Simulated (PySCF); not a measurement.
## Spinor energies of Ba²¹⁺ (barium, charge +21)

Start: [Ar] 3d10 4s2 4p5; 4p1/2 filled at m_j = -1/2, +1/2; 4p3/2 filled at m_j = -1/2, +1/2, +3/2. Calculated with PySCF 2.14 in an even-tempered Gaussian basis (18 s from 1.4 bohr⁻², ratio 2.8; 14 p from 1.8 bohr⁻², ratio 2.8; 9 d from 3.2 bohr⁻², ratio 2.8; 4 f from 11 bohr⁻², ratio 3): generalised Hartree-Fock with the X2C-1e Hamiltonian and a Gaussian nucleus; spin-orbit coupling (SO) screened by Boettger's factors.

```json
{"spinor shell": "1s1/2", "electrons": "2", "ε, screened SO (eV)": "-38213.9", "weight of nominal j (screened SO)": "1.000", "rms radius, screened SO (bohr)": "0.0292"}
{"spinor shell": "2s1/2", "electrons": "2", "ε, screened SO (eV)": "-6640.8", "weight of nominal j (screened SO)": "1.000", "rms radius, screened SO (bohr)": "0.119"}
{"spinor shell": "2p1/2", "electrons": "2", "ε, screened SO (eV)": "-6278.3", "weight of nominal j (screened SO)": "1.000", "rms radius, screened SO (bohr)": "0.102"}
{"spinor shell": "2p3/2", "electrons": "4", "ε, screened SO (eV)": "-5892.1", "weight of nominal j (screened SO)": "1.000", "rms radius, screened SO (bohr)": "0.108"}
{"spinor shell": "3s1/2", "electrons": "2", "ε, screened SO (eV)": "-1881.8", "weight of nominal j (screened SO)": "1.000", "rms radius, screened SO (bohr)": "0.308"}
{"spinor shell": "3p1/2", "electrons": "2", "ε, screened SO (eV)": "-1729.8", "weight of nominal j (screened SO)": "1.000", "rms radius, screened SO (bohr)": "0.300"}
{"spinor shell": "3d3/2", "electrons": "4", "ε, screened SO (eV)": "-1387.5", "weight of nominal j (screened SO)": "0.999", "rms radius, screened SO (bohr)": "0.283"}
{"spinor shell": "3d5/2", "electrons": "6", "ε, screened SO (eV)": "-1370.7", "weight of nominal j (screened SO)": "0.999", "rms radius, screened SO (bohr)": "0.286"}
{"spinor shell": "4s1/2", "electrons": "2", "ε, screened SO (eV)": "-763.55", "weight of nominal j (screened SO)": "1.000", "rms radius, screened SO (bohr)": "0.661"}
{"spinor shell": "4p1/2", "electrons": "2", "ε, screened SO (eV)": "-699.94", "weight of nominal j (screened SO)": "0.994", "rms radius, screened SO (bohr)": "0.677"}
{"spinor shell": "4p3/2", "electrons": "3", "ε, screened SO (eV)": "-679.52", "weight of nominal j (screened SO)": "0.996", "rms radius, screened SO (bohr)": "0.699"}
```

**Question.** Where does 3p3/2 lie, and what is the 3p spin-orbit splitting (screened SO)?

**Answer.** At -1650.9 eV, 78.906 eV above 3p1/2.

```json
{"quantity": "E (hartree)", "screened SO": "-7945.02029"}
{"quantity": "M_J", "screened SO": "3/2"}
{"quantity": "⟨J²⟩", "screened SO": "3.752"}
{"quantity": "⟨L²⟩", "screened SO": "2.023"}
{"quantity": "⟨S²⟩", "screened SO": "0.772"}
```

Each row is a mean over spinors that exchange with the open shell spreads, by up to 8.673 eV (4s1/2).

Breit and QED terms are absent; they matter most for the inner s and p1/2 levels.

Densities and radii are taken from the X2C orbitals without a picture-change correction, which distorts them close to the nucleus.
